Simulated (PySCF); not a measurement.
Spin-orbit coupling and the electron affinity along the 4d series

Two-component X2C-1e calculated with PySCF 2.14: MP2 on generalised Hartree-Fock spinors (GMP2), with spin-orbit coupling off and on (screened by Boettger's factors); no Breit or QED terms. Values in eV; the references (photodetachment measurements) lie between the lowest levels. Elements whose determinants are no pure J levels are left out.

| element | configurations | spin-free | with spin-orbit | shift | reference |
| --- | --- | --- | --- | --- | --- |
| Ru (x2c-TZVPall-2c with one added diffuse shell each of s, p, d type, [Ar] 3d10 frozen) | [Kr] 4d7 5s2 → [Kr] 4d7 5s1 | 0.520 | 0.515 | -0.005 | 1.046 |
| Rh (x2c-TZVPall-2c with one added diffuse shell each of s, p, d type, [Ar] 3d10 frozen) | [Kr] 4d8 5s2 → [Kr] 4d8 5s1 | 0.672 | 0.667 | -0.005 | 1.143 |
| Pd (x2c-TZVPall-2c with one added diffuse shell each of s, p, d type, [Ar] 3d10 frozen) | [Kr] 4d10 5s1 → [Kr] 4d10 | 0.149 | 0.152 | 0.003 | 0.562 |
| Ag (x2c-TZVPall-2c with one added diffuse shell each of s, p, d type, [Ar] 3d10 frozen) | [Kr] 4d10 5s2 → [Kr] 4d10 5s1 | 0.919 | 0.920 | 0.002 | 1.304 |

What remains against the references is mostly the basis and correlation beyond MP2.
